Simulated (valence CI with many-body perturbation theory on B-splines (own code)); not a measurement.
**Sr15+ in three bases**

Computed by valence CI with perturbative core correlation (CI+MBPT): five valence electrons over a frozen Dirac-Fock core [Ar], a basis of 7 s, 7 p, 8 d, 6 f, 4 g, 1 h functions for each j, with the one-electron correlation potential Σ1 (screened to all orders), the two-electron term Σ2, the three-electron term Σ3, Breit, model QED; selected single and double excitations, second order for the rest, scaled by the run's own slope (own B-spline code, finite nucleus).

No measured levels were compared; by estimate terms of the open shell hold to 2 to 4 % of their energy, and close levels can change places. Among the levels kept, up to 460 cm⁻¹ of a level comes from second order outside the variational space, and about a tenth of that is noise between levels of different J, which matters for small intervals. Only levels of the ground parity were solved; by the run's estimate the other parity begins above the list, which can be wrong where configurations are misplaced.

The reference run has the lowest level 3d⁵ ⁶S_5/2 and an ionisation energy of 561.346 eV. Its largest variational space holds 20244 state functions.

Names give the largest LS component (configuration and term), which can be under half, so a name can repeat, a term be missing and a line seem to break the LS rules; names also repeat where a configuration has a term twice.

Changed runs:
A. basis 6 s, 6 p, 5 d, 5 f, 1 g
B. basis 5 s, 5 p, 4 d, 4 f

Excitation energies of the reference run in cm⁻¹, and shifts in cm⁻¹:

| Level | Reference | A | B |
| --- | --- | --- | --- |
| 3d⁵ ⁴G_5/2 | 78965 | +368 | +1375 |
| 3d⁵ ⁴G_11/2 | 82157 | +520 | +1519 |
| 3d⁵ ⁴G_7/2 | 82341 | +286 | +1294 |
| 3d⁵ ⁴G_9/2 | 83660 | +269 | +1267 |
| 3d⁵ ⁴P_5/2 | 85604 | +438 | +1370 |
| 3d⁵ ⁴P_3/2 | 88205 | +478 | +1414 |
| 3d⁵ ⁴P_1/2 | 92197 | +675 | +1527 |
| 3d⁵ ⁴D_7/2 | 99952 | +361 | +1694 |
| 3d⁵ ⁴D_1/2 | 105714 | +589 | +1814 |
| 3d⁵ ⁴D_5/2 | 106474 | +439 | +1636 |
| 3d⁵ ⁴D_3/2 | 108190 | +417 | +1554 |
| 3d⁵ ²I_11/2 | 117693 | +735 | +2060 |
| Ionisation energy (eV) | 561.346 | -0.095 | -0.109 |
